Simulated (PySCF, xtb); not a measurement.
C₅H₅Cl, SMILES C#CC/C=C/Cl. One conformer was computed; it need not be the lowest.

Harmonic wavenumbers (cm⁻¹) from xtb with GFN2-xTB at its own minimum, in rising order: 56, 122, 233, 249, 295, 367, 477, 643, 666, 717, 784, 923, 985, 995, 1085, 1133, 1203, 1251, 1288, 1429, 1682, 2296, 2931, 2968, 3071, 3088, 3399.

**Question.** What does B3LYP-D3(BJ)/def2-SVP (PySCF 2.14.0) give at its own minimum? (Estimate from the structure and the level; the computed values follow.)

**Answer.** 70, 134, 246, 273, 344, 379, 548, 693, 707, 788, 820, 928, 963, 973, 1079, 1189, 1256, 1295, 1330, 1431, 1708, 2232, 3011, 3065, 3181, 3194, 3471. Paired by order, the mean absolute difference is 44 cm⁻¹ and the zero-point energies are 49.1 and 50.5 kcal/mol.
